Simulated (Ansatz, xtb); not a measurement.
**Two isomers of C5H6FNSe**

We compare I, `N#C[C@@H]1C[Se]C[C@@H]1F`, a singlet, with II, `C[C@H](F)c1cc[se]n1`, a singlet. Both are isolated molecules in the gas phase, relaxed with B3LYP/def2-SVP, each in the lowest conformer that the search found.

I (Å):

```xyz
14

C    -1.4410    0.3803   -0.6664
C    -0.0658    0.1534   -1.1240
C     0.7471    1.4570   -1.2254
C     1.4654   -0.6413   -2.9163
C     0.0039   -0.5368   -2.5005
F    -0.6847    0.2430   -3.4111
N    -2.5209    0.5701   -0.2927
Se    2.4023    0.9607   -2.1934
H     0.4222   -0.5188   -0.3966
H     1.0076    1.8598   -0.2383
H     0.1961    2.2133   -1.7993
H     1.5369   -0.6609   -4.0118
H     1.9314   -1.5472   -2.5050
H    -0.4801   -1.5287   -2.4776
```

II (Å):

```yaml
atoms:
  - { symbol: C, position_ang: [0.8260, 0.8018, 1.2853] }
  - { symbol: C, position_ang: [0.3691, -0.4272, 0.5198] }
  - { symbol: C, position_ang: [0.6250, -0.3367, -0.9756] }
  - { symbol: C, position_ang: [1.3400, -1.3536, -1.7034] }
  - { symbol: C, position_ang: [1.4374, -1.0730, -3.0374] }
  - { symbol: F, position_ang: [1.0243, -1.5515, 1.0152] }
  - { symbol: N, position_ang: [0.1624, 0.7026, -1.6259] }
  - { symbol: Se, position_ang: [0.5878, 0.5466, -3.3939] }
  - { symbol: H, position_ang: [1.9124, 0.9378, 1.1716] }
  - { symbol: H, position_ang: [0.3185, 1.6920, 0.8872] }
  - { symbol: H, position_ang: [0.5900, 0.6948, 2.3546] }
  - { symbol: H, position_ang: [-0.7124, -0.5917, 0.6782] }
  - { symbol: H, position_ang: [1.7513, -2.2424, -1.2263] }
  - { symbol: H, position_ang: [1.9264, -1.6738, -3.8049] }
```

Quicker runs give these differences E(II) − E(I): GFN2-xTB −0.730 eV; HF/STO-3G +1.125 eV (at GFN2-xTB geometries); r2SCAN-D4/def2-SVP −0.121 eV (at GFN2-xTB geometries).

Task: Which of the two would you expect CCSD(T)/def2-SVP + ΔMP2/def2-TZVPP electronic energies to favour?

Result: Structure I; the calculation gives E(II) − E(I) = +0.140 eV.

The same difference at several levels:

| level | geometry | E(II) − E(I) (eV) | departure from the last row (eV) | job, with rough time for the two |
| --- | --- | --- | --- | --- |
| GFN2-xTB | GFN2-xTB | −0.730 | −0.871 | optimisation, 0.58 s |
| HF/STO-3G | GFN2-xTB | +1.125 | +0.985 | single point, 0.66 s |
| r2SCAN-D4/def2-SVP | GFN2-xTB | −0.121 | −0.261 | single point, 5.3 s |
| B3LYP/def2-SVP | B3LYP/def2-SVP | −0.057 | −0.198 | optimisation, 1.7 min |
| HF/def2-SVP | B3LYP/def2-SVP | +0.520 | +0.379 | part of the CCSD(T) run |
| MP2/def2-SVP | B3LYP/def2-SVP | +0.246 | +0.106 | part of the CCSD(T) run |
| CCSD(T)/def2-SVP | B3LYP/def2-SVP | +0.272 | +0.131 | single point |
| CCSD(T)/def2-SVP + ΔMP2/def2-TZVPP | B3LYP/def2-SVP | +0.140 |  | single point, 3.1 min |

As drawn, II has 2 C∷C, 1 C∷Se, 1 N∷Se, 1 C∷N in place of 1 C≡N, 2 C–C, 2 C–Se (∷ is an aromatic bond). Structure I has a 5-membered ring, II a 5-membered ring (with an aromatic ring).

GFN2-xTB, r2SCAN-D4/def2-SVP, B3LYP/def2-SVP put the two in the other order. The largest departure from CCSD(T)/def2-SVP + ΔMP2/def2-TZVPP is that of HF/STO-3G, 0.985 eV. The last row adds to CCSD(T) the change of the MP2 difference between the two basis sets, here −0.131 eV, a large step that makes the value less sure.

With thermal terms from frequencies at re-optimised GFN2-xTB minima (ideal gas, soft modes damped towards free rotors, one conformer each, 298.15 K, 1 atm): on the last row, ΔE + ΔZPE = +0.130, ΔH = +0.132, ΔG = +0.136 eV.

The correlated steps freeze 16 core orbitals; the filled d shell of Se is correlated, in a basis made for valence electrons. Programs: Ansatz 0.2.0, xtb 6.7.1; the last row on 4 threads of Arm Neoverse V1 on a shared host.
